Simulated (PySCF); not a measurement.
A structure optimised at PBE-D3(BJ)/def2-SVP, used in a PySCF frequency run:

```xyz
4

Se     0.0000     0.0000     0.0000
O      1.6242     0.0000     0.0000
O     -0.8121     1.4066     0.0000
O     -0.8121    -1.4066     0.0000
```

**Question.** Write its SMILES, formula and point group.

**Answer.** O=[Se+2]([O-])[O-], O3Se, D3h

**Question.** What are its rotational constants (standard atomic weights)?

**Answer.** 7.9833, 7.9833, 3.9916 GHz
